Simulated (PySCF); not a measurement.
Work out the structure from these simulated measurements.

Formula: C5H11N2PSSi.

- Dipole: 4.10 D [PBE0/pcSseg-1]
- Rotational structure: rotational constants A, B, C: 1.213, 0.577, 0.449 GHz [GFN2-xTB]
- 13C NMR: chemical shifts (computed TMS as zero) by class: 186.3 (1 C), 173.7 (1 C), 20.8 (1 C), -0.7 (2 C) ppm [GIAO PBE0/pcSseg-1]
- 1H NMR: chemical shifts (computed TMS as zero) by class: 8.92 (1 H), 5.30 (1 H), 2.63 (3 H), 0.51 (6 H) ppm [GIAO PBE0/pcSseg-1]
- NMR, other nuclei: isotropic shieldings of nuclei other than C and H, by class: -79 (1 N), 14 (1 N), 348 (1 Si), 216 (1 P), 483 (1 S) ppm [GIAO PBE0/pcSseg-1]

The electronic properties come from PySCF, for the isolated species, density fitting. Levels stand in brackets. The structure is a single GFN2-xTB conformer in the gas phase; no vibrational or solvent corrections. Each NMR value is the plain mean over a class of atoms that symmetry, rotation or inversion makes alike.

Question: Propose a structure and show how it fits.

Answer: Numbering: `[CH3:1][S:2][c:3]1[n:4][n:5]([SiH:6]([CH3:7])[CH3:8])[cH:9][p:10]1`. 5 carbons fall into 4 classes; from least to most shielded: substituted aromatic carbon [C3] (186.3 ppm), aromatic CH next to a ring nitrogen [C9] (173.7 ppm), S-methyl carbon [C1] (20.8 ppm), Si-methyl carbon [C7/C8] (-0.7 ppm, 2 C). Hydrogen classes from least to most shielded: 1 H on an aromatic CH next to a ring nitrogen, C9 (8.92 ppm), 1 H on an SiH silicon, Si6 (5.30 ppm), 3 H on an S-methyl carbon, C1 (2.63 ppm, a mean of values up to 0.8 ppm apart in this geometry), 6 H on 2 Si-methyl carbons, C7/C8 (0.51 ppm, a mean of values up to 0.9 ppm apart in this geometry). The other shieldings belong to: -79 ppm, pyridine-type nitrogen [N4]; 14 ppm, pyrrole-type nitrogen [N5]; 348 ppm, SiH silicon [Si6]; 216 ppm, phosphorus bonded to 2 C [P10]; 483 ppm, sulfide sulfur [S2]. The optimised geometry has point group Cs and is an asymmetric top. Structure: `S(c1nn([SiH](C)C)cp1)C`. The assignments are read from this structure; whether some other isomer fits the data as well wasn't checked.

Shape of the structure used: `[CH3:1][S:2][c:3]1[n:4][n:5]([SiH:6]([CH3:7])[CH3:8])[cH:9][p:10]1`: C1–S2–C3–N4 0°, N4–N5–Si6–C7 -60°.
